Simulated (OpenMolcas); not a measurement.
W3+: effect of the active space

* Program: OpenMolcas
* Method: MS-CASPT2 or its RAS form, IPEA 0.25 Eh, imaginary shift 0.1 Eh
* Basis: ANO-RCC-VTZP
* Scalar Hamiltonian: DKH2, point nucleus
* Spin-orbit coupling: state interaction with AMFI integrals over the reference wave functions, term energies averaged over their components

A. 3 electrons in 5 orbitals (5d); 2S+1 = 4 even, 10 roots; 2S+1 = 2 even, 40 roots; closed shells correlated: 5s 5p; CASPT2 step roughly 22 core-seconds
B. 9 electrons in 8 orbitals (RAS1 5p, at most 2 holes; RAS2 5d); 2S+1 = 4 even, 10 roots; 2S+1 = 2 even, 40 roots; closed shells correlated: 5s; CASPT2 step roughly 40 core-seconds
C. 3 electrons in 9 orbitals (RAS2 5d 6s; RAS3 6p, at most 2 electrons); 2S+1 = 4 even, 20 roots; 2S+1 = 2 even, 70 roots kept (CI in the orbitals of an earlier block); 2S+1 = 4 odd, 45 roots; 2S+1 = 2 odd, 90 roots kept (CI in the orbitals of an earlier block, 80 in the spin-orbit step); closed shells correlated: 5s 5p; CASPT2 step of the order of 7 core-minutes
D. 3 electrons in 10 orbitals (5d 6d); 2S+1 = 4 even, 10 roots; 2S+1 = 2 even, 40 roots; closed shells correlated: 5s 5p; CASPT2 step roughly 5 core-minutes

Energies in cm-1 above 5d3 4F 3/2, the measured ground level; measured values from the list in J. Phys. B 45, 035001 (2012).

| Level | A | B | C | D | Measured |
| --- | --- | --- | --- | --- | --- |
| 5d3 4F 3/2 | 0.0 | 0.0 | 0.0 | 0.0 | 0.0 |
| 5d3 4F 5/2 | 3640 | 3860 | 3750 | 3690 | 3537 |
| 5d3 4F 7/2 | 6950 | 7290 | 7130 | 7010 | 6745 |
| 5d3 4F 9/2 [72 %] | 9580 | 9960 | 9780 | 9670 | 9256 |
| 5d3 2G 7/2 | 16130 | 16530 | 16340 | 16080 | 15261 |
| 5d3 2H 9/2 [52 %] | 17180 | 17500 | 17420 | 17220 |  |
| 5d3 4P 5/2 | 18070 | 18440 | 18080 | 18150 | 17190 |
| 5d3 2H 11/2 | 23540 | 23920 | 23900 | 23800 | 22223 |
| 5d3 2D 5/2(1) | 24630 | 25180 | 24230 | 24540 | 22766 |
| 5d3 2G 9/2 [50 %] | 25350 | 26040 | 25730 | 25510 |  |
| 5d3 2F 7/2 | 30810 | 31140 | 30170 | 30770 | 28412 |
| 5d3 2F 5/2 | 30820 | 31110 | 29730 | 30810 | 27938 |
| 5d3 2D 5/2(2) | 46660 | 46970 | 45920 | 46830 | 43287 |
| 5d3 2D 3/2(2) | 47000 | 47190 | 46830 | 47040 |  |

Deviations, from unrounded energies. A percentage is the sum of absolute deviations over the sum of measured energies, with the sign that they share, or ± where signs differ.

```tsv
Against measurement	Levels	A	B	C	D
mean absolute deviation (cm-1)	10	1400	1800	1200	1500
fine structure of the ground term (%)	3	+3.3	+8.0	+5.8	+4.3
other terms of the ground configuration (%)	7	+7.7	+9.1	+6.4	+7.8
```

C lies closest to measurement on these levels and B furthest from it. The largest miss of C in the table is 5d3 2D 5/2(2), by +2600 cm-1. The ranking rests on the paired levels alone, and a cruder setting can come out closer through cancelling errors.

The two smallest mean deviations differ by little beside CASPT2's spread within terms, so their order carries little weight.

Among A to D the level of the table that moves most is 5d3 2F 5/2, by 1400 cm-1 (lowest in C, highest in B). Moves below CASPT2's spread within the term are not significant.

CASPT2 does not keep the components of a term degenerate, so their means are used; among the terms shown or strongly mixed into the levels shown the widest spread is 900 cm-1 (5d3 4F, B). Over all roots computed the reference weight is 0.91 to 0.97 in B, 0.90 to 0.96 in D; the roots of lowest weight are the least certain, and an intruder state may touch them. The CASPT2 spread within a term exceeds the gap to the next term for 5d3 4P and 5d3 2G, 5d3 2D(1) and 5d3 2H, so the order of their levels is uncertain (figures for A; the like holds for B). Active for correlation alone: 5p; no level in the range computed is led by a configuration that opens it, so any true level of that kind is missing (holds for B). Blocks of more than 70 roots (2S+1 = 2 odd) ran without multistate coupling (holds for C). Some high roots are left out of the spin-orbit mixing, which shifts the levels that they would mix with (holds for C). Terms from blocks run as CI alone lack orbitals of their own (holds for C). Active for correlation alone: 6d; no level in the range computed is led by a configuration that fills it, so any true level of that kind is missing (holds for D). Measured partners are found by configuration, term and J. A level has none where our copy of the source lacks it or the pairing is in doubt (some pairs that miss far off the trend of their configuration count as doubtful), and it then counts in no deviation. Levels of configurations outside the active space are missing. Levels that lie high or do not pair safely by name in every column are left out.

A share in square brackets marks a mixed level and gives the weight of the term that names it, the lowest over the columns. A number in round brackets counts repeated terms of one configuration in the order of the reference energies.
